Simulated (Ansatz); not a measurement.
Consider the ligand exchange at a Ge–C bond: `C[CH2][Ge][OH]` + CH₃SH → `C[S][Ge][OH]` + ethane.

Computed with Ansatz on PBE0-D4/def2-TZVP structures; ΔE is electronic, products minus reactants. CCSD(T)/CBS adds triple-zeta CCSD(T) − MP2 to the extrapolated MP2 energy (def2 sets, frozen cores). This one scheme is used for every species. For Ge outer-core shells are correlated without core-valence functions, which leaves a few kJ/mol of doubt a bond. Scalar relativity is left out up to krypton. One conformer a species, not always the lowest.

```csv
level,ΔE (eV)
HF/def2-TZVPP,-1.35
CCSD(T)/def2-TZVPP,-1.27
MP2/CBS(def2),-1.36
CCSD/CBS(def2),-1.28
```

**Question.** What does CCSD(T)/CBS give? (An estimate is asked.)

**Answer.** Computed: -1.30 eV. The listed levels differ from it by -0.05, 0.03, -0.06, 0.02 eV.

Largest T1 diagnostic among the species: 0.014.
